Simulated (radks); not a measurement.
Task: The magnesium ion Mg2+, [Ne]. Method: non-relativistic Kohn-Sham, PBE, spin-polarised, spherical densities, point nucleus; computed with a radial shooting solver on a logarithmic mesh with Libxc functionals. Every spin shell is full or empty, so the densities are truly spherical. Functionals are evaluated on that one density, not self-consistently. Rank these exchange functionals by their error against the exact value of the orbitals, and give that value: LDA, PBE, PBEsol, revPBE, PW86, AM05, B86b, APBE, TPSS, revTPSS, SCAN, r2SCAN, TASK.

Result: Exact: -15.6336 hartree. From best to worst, with 100 (|E| - |E exact|)/|E exact| (equal figures are ties): revPBE 0.00, B86b +0.13, r2SCAN +0.18, revTPSS -0.21, SCAN +0.38, TPSS +0.38, PBE -0.55, PW86 +0.63, APBE +0.66, TASK -2.50, PBEsol -3.72, AM05 -7.40, LDA -8.67.
